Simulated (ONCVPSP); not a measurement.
## Reading a pseudo-wave (nitrogen)

Columns: radius, all-electron u(r) and pseudo u(r) of the 2p shell (level -7.64 eV) of nitrogen in the configuration [He] 2s1 2p4; LDA (Perdew-Wang 92), scalar-relativistic, ONCV scheme, ONCVPSP 4.0.1.

```json
{"r (bohr)": "0.065", "all-electron": "0.0349", "pseudo": "0.0183"}
{"r (bohr)": "0.130", "all-electron": "0.1129", "pseudo": "0.0705"}
{"r (bohr)": "0.195", "all-electron": "0.2083", "pseudo": "0.1501"}
{"r (bohr)": "0.260", "all-electron": "0.3066", "pseudo": "0.2477"}
{"r (bohr)": "0.325", "all-electron": "0.3997", "pseudo": "0.3527"}
{"r (bohr)": "0.390", "all-electron": "0.4836", "pseudo": "0.4551"}
{"r (bohr)": "0.455", "all-electron": "0.5565", "pseudo": "0.5471"}
{"r (bohr)": "0.520", "all-electron": "0.6179", "pseudo": "0.6238"}
{"r (bohr)": "0.585", "all-electron": "0.6681", "pseudo": "0.6834"}
{"r (bohr)": "0.650", "all-electron": "0.7077", "pseudo": "0.7265"}
{"r (bohr)": "0.715", "all-electron": "0.7377", "pseudo": "0.7555"}
{"r (bohr)": "0.780", "all-electron": "0.7590", "pseudo": "0.7733"}
{"r (bohr)": "0.845", "all-electron": "0.7729", "pseudo": "0.7827"}
{"r (bohr)": "0.910", "all-electron": "0.7802", "pseudo": "0.7861"}
{"r (bohr)": "0.975", "all-electron": "0.7820", "pseudo": "0.7849"}
{"r (bohr)": "1.040", "all-electron": "0.7790", "pseudo": "0.7802"}
{"r (bohr)": "1.105", "all-electron": "0.7721", "pseudo": "0.7725"}
{"r (bohr)": "1.170", "all-electron": "0.7620", "pseudo": "0.7620"}
{"r (bohr)": "1.235", "all-electron": "0.7492", "pseudo": "0.7492"}
{"r (bohr)": "1.300", "all-electron": "0.7344", "pseudo": "0.7344"}
{"r (bohr)": "1.365", "all-electron": "0.7178", "pseudo": "0.7178"}
{"r (bohr)": "1.430", "all-electron": "0.7000", "pseudo": "0.7000"}
{"r (bohr)": "1.495", "all-electron": "0.6812", "pseudo": "0.6812"}
{"r (bohr)": "1.560", "all-electron": "0.6618", "pseudo": "0.6617"}
{"r (bohr)": "1.625", "all-electron": "0.6418", "pseudo": "0.6418"}
{"r (bohr)": "1.690", "all-electron": "0.6216", "pseudo": "0.6216"}
```

**Question.** How many radial nodes do the two functions have?

**Answer.** The all-electron 2p function has n − l − 1 = 0; the pseudo-wave has 0.

**Question.** At about which radius was the pseudo-wave matched?

**Answer.** 1.30 bohr. The columns agree to 0.0005 from 1.10 bohr on; several derivatives are matched, so the curves merge somewhat inside the radius.

**Question.** Where does each function peak?

**Answer.** Outermost all-electron maximum near 0.97 bohr, pseudo maximum near 0.91 bohr (to the table’s step).

**Question.** Is the pseudo-wave norm-conserving?

**Answer.** Yes: the ONCV scheme keeps the norm inside the radius equal to the all-electron one, which fixes the energy derivative of the logarithmic derivative at the level.
